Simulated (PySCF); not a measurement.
Mayer bond orders and bond lengths

C10H22.
Numbering: `[CH3:1][CH2:2][C@@H:3]([CH3:4])[CH2:5][C@@H:6]([CH3:7])[CH:8]([CH3:9])[CH3:10]` (hydrogens: H11, H12, H13 on C1; H14, H15 on C2; H16 on C3; H17, H18, H19 on C4; H20, H21 on C5; H22 on C6; H23, H24, H25 on C7; H26 on C8; H27, H28, H29 on C9; H30, H31, H32 on C10)

Geometry (PBE0-D3(BJ)/def2-SVP, Å), atoms numbered from 1 in this order:
```
atom  x, y, z in Å
C1     2.512   -1.486    1.655
C2     2.669   -0.644    0.397
C3     1.409    0.105   -0.049
C4     1.734    1.052   -1.198
C5     0.281   -0.864   -0.410
C6    -1.047   -0.254   -0.870
C7    -2.025   -1.371   -1.226
C8    -1.624    0.771    0.130
C9    -2.851    1.486   -0.428
C10   -1.917    0.184    1.507
H11    2.128   -0.881    2.493
H12    3.477   -1.911    1.971
H13    1.819   -2.328    1.511
H14    3.470    0.097    0.560
H15    3.018   -1.281   -0.436
H16    1.079    0.717    0.812
H17    2.580    1.710   -0.943
H18    0.882    1.697   -1.460
H19    2.014    0.488   -2.104
H20    0.646   -1.532   -1.212
H21    0.081   -1.526    0.450
H22   -0.853    0.309   -1.801
H23   -1.587   -2.039   -1.984
H24   -2.268   -1.992   -0.349
H25   -2.969   -0.983   -1.636
H26   -0.845    1.542    0.264
H27   -3.145    2.325    0.222
H28   -2.658    1.892   -1.433
H29   -3.719    0.812   -0.500
H30   -2.281    0.965    2.192
H31   -2.695   -0.595    1.458
H32   -1.023   -0.265    1.967
```

Bond orders from the PBE0/pcSseg-1 density (PySCF). One conformer (not necessarily the lowest) at the PBE0-D3(BJ)/def2-SVP geometry, without solvent, vibrations or thermal averaging.

Q: How far do the computed orders between heavy atoms stray from the drawn ones?

A: The largest departure is 0.063, at C1–C2 (drawn single, 1.063).

Q: Give the Mayer order of every bond between heavy atoms, beside its length.

A: 
```tsv
bond	drawn as	length (Å)	Mayer order
C1–C2	single	1.521	1.063
C2–C3	single	1.533	1.026
C3–C4	single	1.525	1.041
C3–C5	single	1.530	0.992
C5–C6	single	1.532	1.024
C6–C7	single	1.526	1.042
C6–C8	single	1.544	0.993
C8–C9	single	1.526	1.049
C8–C10	single	1.526	1.024
```

Bonds between the same two heavy elements. C–C: lowest C3–C5 and C6–C8 (0.992, 1.530 Å), highest C1–C2 (1.063, 1.521 Å). Bonds named together lie within 0.004.

Q: And the bonds to hydrogen?

A: C–H: 0.92 to 0.97 (22 bonds).

Q: Sum the orders of all bonds at each heavy atom with more than one neighbour and set the sums beside the valence in the SMILES.

A: C1 3.952 (drawn 4), C2 3.988 (drawn 4), C3 3.983 (drawn 4), C4 3.924 (drawn 4), C5 3.900 (drawn 4), C6 3.992 (drawn 4), C7 3.928 (drawn 4), C8 3.994 (drawn 4), C9 3.937 (drawn 4), C10 3.910 (drawn 4). Orders between atoms that aren't bonded are not in these sums.

The Mayer order sums products of elements of PS (density times overlap matrix) between the two atoms' basis functions, so it depends on the basis set.

The run behind these numbers computed NMR shieldings as well. On an Arm Neoverse V2 with one thread, on a shared host, this took 72 s of wall time.
